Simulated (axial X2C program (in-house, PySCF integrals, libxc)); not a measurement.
## Bond lengths and stretching modes, held linear, of NZrN

Calculated with an axial X2C code built on PySCF integrals: two-component X2C with atomic mean-field Coulomb and Gaunt terms, Gaussian nuclei, basis N dyall-av3z, Zr dyall-v3z with contracted cores. Spin-free rows use the one-electron spin-free X2C Hamiltonian.

Masses N 14.003, Zr 89.905, N 14.003 u. States: 2c Ω = 0 (all partner blocks equally filled); spin-free M_S = 0, Λ = 0 (closed shell).

B3LYP, spin-free: energies above the lowest point

| r(N–Zr) (Å) | r(Zr–N) (Å) | E (meV) |
| --- | --- | --- |
| 1.6975 | 1.6975 | 149.67 |
| 1.6975 | 1.7410 | 74.21 |
| 1.6975 | 1.7845 | 65.15 |
| 1.7410 | 1.6975 | 74.21 |
| 1.7410 | 1.7410 | 3.56 |
| 1.7410 | 1.7845 | 0.00 |
| 1.7410 | 1.8281 | 51.24 |
| 1.7845 | 1.6975 | 65.15 |
| 1.7845 | 1.7410 | 0.00 |
| 1.7845 | 1.7845 | 2.55 |
| 1.8281 | 1.7410 | 51.24 |
| 1.8281 | 1.8281 | 125.33 |

Fit a quadratic surface with cubic terms in each bond: where is the minimum, and what are the two stretching wavenumbers?

At B3LYP, spin-free: bonds 1.762 and 1.762 Å; harmonic stretches 830.7 and 861.2 cm⁻¹; force constants 5.18, 5.18 and coupling 0.51 mdyn/Å.

The other levels and Hamiltonians give:

```
Hamiltonian  level  r(N–Zr) (Å)  r(Zr–N) (Å)  lower stretch (cm⁻¹)  upper stretch (cm⁻¹)
         2c   PBE0        1.742        1.742                 856.8                 893.6
         2c  B3LYP        1.762        1.762                 830.7                 861.4
  spin-free   PBE0        1.742        1.742                 856.8                 893.4
```

Each state is one determinant, the lowest of a limited PBE0 search; the stretches come from a fit to these few points and carry an uncertainty of a few per cent. Other orders of the atoms were not compared. Left out for rough or failed fits: HF 2c, MP2 2c, HF spin-free, MP2 spin-free. The molecule was held linear; bending was not examined, so a bent shape may lie lower.
